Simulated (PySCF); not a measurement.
In(H)(vinyl)(NH2) (C2H6InN), SMILES C=[CH][InH][NH2]. Atoms are numbered in the order given.

```xyz
10

In    -0.4676     0.2646    -0.0098
H     -2.0474     0.9131    -0.1969
C      0.5970    -1.2243    -1.1308
C      1.7749    -1.7174    -0.7178
H      0.1803    -1.6157    -2.0693
H      2.3205    -2.4853    -1.2849
H      2.2593    -1.3859     0.2099
N      0.5921     0.9731     1.5648
H      0.2617     1.7002     2.1910
H      1.5604     0.7455     1.7665
```

Geometry: r2SCAN-D4/def2-SVP. The structure was generated by enumeration; whether it is a known compound was not checked. The def2 effective core potentials stand for the cores of In; spin–orbit coupling is left out. One conformer was computed; it need not be the lowest.

Level of theory: r2SCAN-D4/def2-SVP in PySCF.

Frequencies are harmonic and unscaled.

A small imaginary wavenumber (i) marks a very flat motion, where grid noise or a shallow saddle decides the sign.

Computed harmonic wavenumbers and intensities:
```json
[
 {"mode": "1", "ν (cm⁻¹)": "12i", "IR (km/mol)": "6.5", "Raman (Å⁴/amu)": "2.5", "depolarisation": "0.75", "moving atoms (share of kinetic energy)": "H 54 %, C 40 %"},
 {"mode": "2", "ν (cm⁻¹)": "99", "IR (km/mol)": "9.4", "Raman (Å⁴/amu)": "3.4", "depolarisation": "0.72", "moving atoms (share of kinetic energy)": "N 44 %, H 25 %, C 23 %"},
 {"mode": "3", "ν (cm⁻¹)": "120", "IR (km/mol)": "169.9", "Raman (Å⁴/amu)": "0.8", "depolarisation": "0.67", "moving atoms (share of kinetic energy)": "H 70 %, N 25 %"},
 {"mode": "4", "ν (cm⁻¹)": "247", "IR (km/mol)": "11.4", "Raman (Å⁴/amu)": "3.0", "depolarisation": "0.41", "moving atoms (share of kinetic energy)": "C 56 %, H 27 %, In 15 %"},
 {"mode": "5", "ν (cm⁻¹)": "308", "IR (km/mol)": "5.6", "Raman (Å⁴/amu)": "0.9", "depolarisation": "0.64", "moving atoms (share of kinetic energy)": "H 96 %"},
 {"mode": "6", "ν (cm⁻¹)": "424", "IR (km/mol)": "3.3", "Raman (Å⁴/amu)": "3.4", "depolarisation": "0.66", "moving atoms (share of kinetic energy)": "H 82 %, C 18 %"},
 {"mode": "7", "ν (cm⁻¹)": "452", "IR (km/mol)": "65.6", "Raman (Å⁴/amu)": "22.8", "depolarisation": "0.38", "moving atoms (share of kinetic energy)": "H 92 %"},
 {"mode": "8", "ν (cm⁻¹)": "490", "IR (km/mol)": "34.0", "Raman (Å⁴/amu)": "15.6", "depolarisation": "0.74", "moving atoms (share of kinetic energy)": "H 84 %, C 13 %"},
 {"mode": "9", "ν (cm⁻¹)": "500", "IR (km/mol)": "29.5", "Raman (Å⁴/amu)": "8.1", "depolarisation": "0.17", "moving atoms (share of kinetic energy)": "C 68 %, H 23 %, In 9 %"},
 {"mode": "10", "ν (cm⁻¹)": "608", "IR (km/mol)": "34.4", "Raman (Å⁴/amu)": "22.3", "depolarisation": "0.22", "moving atoms (share of kinetic energy)": "N 73 %, H 17 %, In 10 %"},
 {"mode": "11", "ν (cm⁻¹)": "660", "IR (km/mol)": "92.0", "Raman (Å⁴/amu)": "4.7", "depolarisation": "0.72", "moving atoms (share of kinetic energy)": "H 82 %, N 17 %"},
 {"mode": "12", "ν (cm⁻¹)": "963", "IR (km/mol)": "31.9", "Raman (Å⁴/amu)": "0.3", "depolarisation": "0.74", "moving atoms (share of kinetic energy)": "H 72 %, C 28 %"},
 {"mode": "13", "ν (cm⁻¹)": "988", "IR (km/mol)": "7.5", "Raman (Å⁴/amu)": "3.2", "depolarisation": "0.44", "moving atoms (share of kinetic energy)": "H 88 %, C 12 %"},
 {"mode": "14", "ν (cm⁻¹)": "1048", "IR (km/mol)": "11.5", "Raman (Å⁴/amu)": "0.6", "depolarisation": "0.73", "moving atoms (share of kinetic energy)": "H 94 %"},
 {"mode": "15", "ν (cm⁻¹)": "1249", "IR (km/mol)": "12.1", "Raman (Å⁴/amu)": "19.9", "depolarisation": "0.21", "moving atoms (share of kinetic energy)": "H 73 %, C 27 %"},
 {"mode": "16", "ν (cm⁻¹)": "1407", "IR (km/mol)": "5.1", "Raman (Å⁴/amu)": "21.0", "depolarisation": "0.42", "moving atoms (share of kinetic energy)": "H 82 %, C 18 %"},
 {"mode": "17", "ν (cm⁻¹)": "1510", "IR (km/mol)": "13.7", "Raman (Å⁴/amu)": "7.8", "depolarisation": "0.61", "moving atoms (share of kinetic energy)": "H 90 %, N 10 %"},
 {"mode": "18", "ν (cm⁻¹)": "1639", "IR (km/mol)": "3.8", "Raman (Å⁴/amu)": "5.1", "depolarisation": "0.09", "moving atoms (share of kinetic energy)": "C 83 %, H 17 %"},
 {"mode": "19", "ν (cm⁻¹)": "1808", "IR (km/mol)": "220.2", "Raman (Å⁴/amu)": "242.1", "depolarisation": "0.24", "moving atoms (share of kinetic energy)": "H 99 %"},
 {"mode": "20", "ν (cm⁻¹)": "3091", "IR (km/mol)": "29.2", "Raman (Å⁴/amu)": "171.1", "depolarisation": "0.24", "moving atoms (share of kinetic energy)": "H 95 %"},
 {"mode": "21", "ν (cm⁻¹)": "3132", "IR (km/mol)": "11.9", "Raman (Å⁴/amu)": "168.1", "depolarisation": "0.32", "moving atoms (share of kinetic energy)": "H 92 %, C 8 %"},
 {"mode": "22", "ν (cm⁻¹)": "3183", "IR (km/mol)": "15.2", "Raman (Å⁴/amu)": "118.2", "depolarisation": "0.59", "moving atoms (share of kinetic energy)": "H 90 %, C 10 %"},
 {"mode": "23", "ν (cm⁻¹)": "3576", "IR (km/mol)": "14.5", "Raman (Å⁴/amu)": "217.5", "depolarisation": "0.12", "moving atoms (share of kinetic energy)": "H 96 %"},
 {"mode": "24", "ν (cm⁻¹)": "3687", "IR (km/mol)": "18.3", "Raman (Å⁴/amu)": "110.7", "depolarisation": "0.73", "moving atoms (share of kinetic energy)": "H 91 %, N 9 %"}
]
```
